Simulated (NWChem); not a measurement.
The numbers come from NWChem runs, not from measurements. System: Sb2, charge 0, spin multiplicity 1, displaced from the optimised geometry. Level: B3LYP/def2-SVP with def2 effective core potentials on Sb, VWN1-RPA local correlation, spin-restricted.

Input file:

```
start mol
memory heap 200 mb stack 900 mb global 1100 mb
geometry units angstroms nocenter noautoz noautosym
  Sb     0.000000     0.000000     1.258040
  Sb     0.000000     0.000000    -1.887059
end
basis spherical
  * library def2-svp
end
ecp
  Sb library def2-ecp
end
dft
  xc b3lyp
  semidirect memsize 60000000 filesize 0
  iterations 100
end
task dft energy
```

NWChem printed:

```
             Northwest Computational Chemistry Package (NWChem) 7.3.0
             --------------------------------------------------------

                                NWChem Input Module
                                -------------------

 Scaling coordinates for geometry "geometry" by  1.889725989
 (inverse scale =  0.529177249)

                             Geometry "geometry" -> ""
                             -------------------------

 Output coordinates in angstroms (scale by  1.889725989 to convert to a.u.)

  No.       Tag          Charge          X              Y              Z
 ---- ---------------- ---------- -------------- -------------- --------------
    1 Sb                  51.0000     0.00000000     0.00000000     1.25804000
    2 Sb                  51.0000     0.00000000     0.00000000    -1.88705900

 Effective nuclear repulsion energy (a.u.)     437.6301110548

            Nuclear Dipole moment (a.u.)
            ----------------------------
        X                 Y               Z
 ---------------- ---------------- ----------------
     0.0000000000     0.0000000000   -60.6223511321


 Summary of "ao basis" -> "" (spherical)
 ------------------------------------------------------------------------------
       Tag                 Description            Shells   Functions and Types
 ---------------- ------------------------------  ------  ---------------------
 *                          def2-svp                  on all atoms

                                 NWChem DFT Module
                                 -----------------

 Summary of "ao basis" -> "ao basis" (spherical)
 ------------------------------------------------------------------------------
       Tag                 Description            Shells   Functions and Types
 ---------------- ------------------------------  ------  ---------------------
 Sb                         def2-svp                10       26   4s4p2d

 Summary of "ao basis" -> "ao basis" (spherical)
 ------------------------------------------------------------------------------
       Tag                 Description            Shells   Functions and Types
[...]
 Vector   23  Occ=2.000000D+00  E=-2.066804D-01
              MO Center= -3.4D-10, -4.8D-10, -3.1D-01, r^2= 4.9D+00
   Bfn.  Coefficient  Atom+Function         Bfn.  Coefficient  Atom+Function
  ----- ------------  ---------------      ----- ------------  ---------------
    11      0.274309  1 Sb px                37      0.274361  2 Sb px
    12     -0.272912  1 Sb py                38     -0.272963  2 Sb py
    14      0.264973  1 Sb px                40      0.265018  2 Sb px
    15     -0.263623  1 Sb py                41     -0.263667  2 Sb py
     8     -0.102227  1 Sb px                34     -0.102245  2 Sb px

 Vector   24  Occ=0.000000D+00  E=-1.376162D-01
              MO Center= -2.3D-08, -2.3D-08, -3.1D-01, r^2= 5.6D+00
   Bfn.  Coefficient  Atom+Function         Bfn.  Coefficient  Atom+Function
  ----- ------------  ---------------      ----- ------------  ---------------
    14      0.313188  1 Sb px                15      0.313519  1 Sb py
    40     -0.313140  2 Sb px                41     -0.313471  2 Sb py
    11      0.294403  1 Sb px                12      0.294714  1 Sb py
    37     -0.294368  2 Sb px                38     -0.294679  2 Sb py
     8     -0.108761  1 Sb px                 9     -0.108876  1 Sb py

 Vector   25  Occ=0.000000D+00  E=-1.376162D-01
              MO Center= -2.2D-10, -5.5D-10, -3.1D-01, r^2= 5.6D+00
   Bfn.  Coefficient  Atom+Function         Bfn.  Coefficient  Atom+Function
  ----- ------------  ---------------      ----- ------------  ---------------
    14      0.313519  1 Sb px                15     -0.313188  1 Sb py
    40     -0.313471  2 Sb px                41      0.313140  2 Sb py
    11      0.294714  1 Sb px                12     -0.294403  1 Sb py
    37     -0.294679  2 Sb px                38      0.294368  2 Sb py
     8     -0.108876  1 Sb px                 9      0.108761  1 Sb py

 Vector   26  Occ=0.000000D+00  E=-7.292519D-02
              MO Center=  2.8D-10,  3.2D-10, -3.1D-01, r^2= 6.6D+00
   Bfn.  Coefficient  Atom+Function         Bfn.  Coefficient  Atom+Function
  ----- ------------  ---------------      ----- ------------  ---------------
    16      0.652251  1 Sb pz                42      0.652230  2 Sb pz
    13      0.397516  1 Sb pz                39      0.397496  2 Sb pz
     3     -0.229666  1 Sb s                 29      0.229692  2 Sb s
    10     -0.151319  1 Sb pz                36     -0.151311  2 Sb pz
     4     -0.144106  1 Sb s                 30      0.144095  2 Sb s

 center of mass
 --------------
 x =   0.00000000 y =   0.00000000 z =  -0.59433678

 moments of inertia (a.u.)
 ------------------
        2135.385394113300           0.000000000000           0.000000000000
           0.000000000000        2135.385394113300           0.000000000000
           0.000000000000           0.000000000000           0.000000000000

     Multipole analysis of the density
     ---------------------------------

     L   x y z        total         alpha         beta         nuclear
     -   - - -        -----         -----         ----         -------
     0   0 0 0     -0.000000    -23.000000    -23.000000     46.000000

     1   1 0 0      0.000000      0.000000      0.000000      0.000000
     1   0 1 0      0.000000      0.000000      0.000000      0.000000
     1   0 0 1      0.002271     13.670882     13.670882    -27.339492

     2   2 0 0    -39.251413    -19.625707    -19.625707      0.000000
     2   1 1 0     -0.000000     -0.000000     -0.000000      0.000000
     2   1 0 1     -0.000000     -0.000000     -0.000000      0.000000
     2   0 2 0    -39.251413    -19.625707    -19.625707      0.000000
     2   0 1 1     -0.000000     -0.000000     -0.000000      0.000000
     2   0 0 2    -35.295569   -228.883551   -228.883551    422.471532

 Task  times  cpu:        2.6s     wall:        2.6s

 Total times  cpu:        2.6s     wall:        2.6s
```
